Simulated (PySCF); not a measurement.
## Working out the ionisation energy of Nb

Nb [Kr] 4d4 5s1 (6D) → Nb⁺ [Kr] 4d4 (5D). Computed with PySCF 2.14 in cc-pVTZ-PP with ECP28MDF (5s5p4d2f1g, 63 functions), with scalar relativity through the core potential. Frozen: 4s2 4p6. Energies in hartree (1 hartree = 27.21139 eV):

| part | Nb (lower) | Nb⁺ (upper) |
| --- | --- | --- |
| UHF | -56.149276 | -55.929333 |
| MP2 opposite-spin | 0.000000 | 0.000000 |
| MP2 same-spin | -0.051304 | -0.034772 |

What does Hartree-Fock give?

(-55.929333) − (-56.149276) = 0.219943 hartree = 5.985 eV.

What do MP2 and SCS-MP2 (6/5 opposite-spin, 1/3 same-spin) give?

The opposite-spin parts differ by 0.000 eV and the same-spin parts by 0.450 eV. MP2: 5.985 + (0.000) + (0.450) = 6.435 eV. SCS-MP2: 5.985 + 1.2 × (0.000) + (0.450)/3 = 6.135 eV.

Measured between the centres of the two terms (NIST): 6.776 eV, so MP2 (valence) is off by -0.341 eV.

What remains against the reference includes basis incompleteness, the frozen core and correlation beyond second order.
